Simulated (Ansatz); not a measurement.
Reaction (ligand exchange at the Si–C bond): `CN[SiH](C)F` + HBr → `CN[SiH](F)Br` + CH₄

Computed with Ansatz on PBE0-D4/def2-TZVP structures; ΔE is electronic, products minus reactants. CCSD(T)/CBS is the MP2 limit (def2-TZVPP, def2-QZVPP) plus CCSD(T) − MP2 in def2-TZVPP, frozen cores. This one scheme is used for every species. DFT in def2-TZVPP. B3LYP here is the variant with VWN-RPA as its local correlation; programs differ in this. For Br outer-core shells are correlated without core-valence functions, which leaves a few kJ/mol of doubt a bond. Scalar relativity is left out up to krypton. One conformer a species, not always the lowest.

Problem. Is it downhill or uphill in electronic energy at CCSD(T)/CBS, and by how much? (Best estimate.)

Solution. Ansatz gave: Downhill: ΔE = -1.07 eV.

Problem. What do these levels give: r2SCAN, B3LYP, SCS-MP2/def2-TZVPP, CCSD/def2-TZVPP, HF/def2-QZVPP, MP2/CBS(def2)? (An estimate is asked.)

Solution. Ansatz gave: r2SCAN -1.08, B3LYP -1.04, SCS-MP2/def2-TZVPP -1.06, CCSD/def2-TZVPP -1.01, HF/def2-QZVPP -1.11, MP2/CBS(def2) -1.14 eV.

Largest T1 diagnostic among the species: 0.010.
